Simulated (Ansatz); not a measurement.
`[CH3][Zn][N](C)C` + H₂ → `[CH3][ZnH]` + dimethylamine at 298.15 K and 1 bar (hydrogenolysis of a Zn–N bond).

Gas-phase electronic energies from Ansatz, PBE0-D4/def2-TZVP geometries. CBS: MP2 limit from def2 TZ/QZ plus the TZ coupled-cluster correction, frozen cores. This one scheme is used for every species. For Zn outer-core shells are correlated without core-valence functions, which leaves a few kJ/mol of doubt a bond. Scalar relativity is left out up to krypton. Each species was taken in one conformer, which may not be the lowest.

```json
{"species": "`[CH3][Zn][N](C)C`", "CCSD(T)/CBS energy (Eh)": "-1952.64462", "H − E (kJ/mol)": "330.7", "S (J/(mol·K))": "390.8"}
{"species": "H₂", "CCSD(T)/CBS energy (Eh)": "-1.17544", "H − E (kJ/mol)": "35.1", "S (J/(mol·K))": "130.4"}
{"species": "`[CH3][ZnH]`", "CCSD(T)/CBS energy (Eh)": "-1818.81862", "H − E (kJ/mol)": "120.8", "S (J/(mol·K))": "253.5"}
{"species": "`CNC`", "CCSD(T)/CBS energy (Eh)": "-135.00321", "H − E (kJ/mol)": "256.9", "S (J/(mol·K))": "271.4"}
```

H − E and S are ideal-gas, rigid-rotor, harmonic terms from PBE0-D4/def2-TZVP, for one conformer and one mirror image of each species. The MP2-based limit puts H₂ 0.8 mEh under its directly extrapolated value; such offsets cancel only in part. 1 Eh = 2625.50 kJ/mol, R = 8.31446 J/(mol·K).

Task: By hand: ΔE, ΔH, ΔS and ΔG.

Result: ΔE = (-1818.81862) + (-135.00321) − (-1952.64462) − (-1.17544) = -0.00177 Eh = -4.6 kJ/mol. Δ(H − E) = 120.8 + 256.9 − 330.7 − 35.1 = 11.9, so ΔH = 7.3 kJ/mol. ΔS = 253.5 + 271.4 − 390.8 − 130.4 = 3.7 J/(mol·K). ΔG = 7.3 − 298.15 × (3.7)/1000 = 6.2 kJ/mol.

Task: By hand: the equilibrium constant, and the temperature at which ΔG would vanish if ΔH and ΔS stayed fixed.

Result: log₁₀ K = −ΔG/(RT ln 10) = -1.1. ΔG = 0 at ΔH/ΔS = 1973 K, though so small a ΔH makes that figure unsure.

The number of gas molecules stays the same, so ΔS is small and ΔH decides. A doubt of 5 kJ/mol in ΔE shifts log₁₀ K by 0.9 here. Other conformers and mirror images would add mixing entropy, several J/(mol·K) or more a flexible species. Modes under 60 cm⁻¹, often nearly free rotors, make the harmonic entropy too high. These are equilibria of isolated gas molecules and say nothing of rates. Largest T1 diagnostic: 0.014 (customary marks: 0.02 for closed shells, 0.045 for open ones).
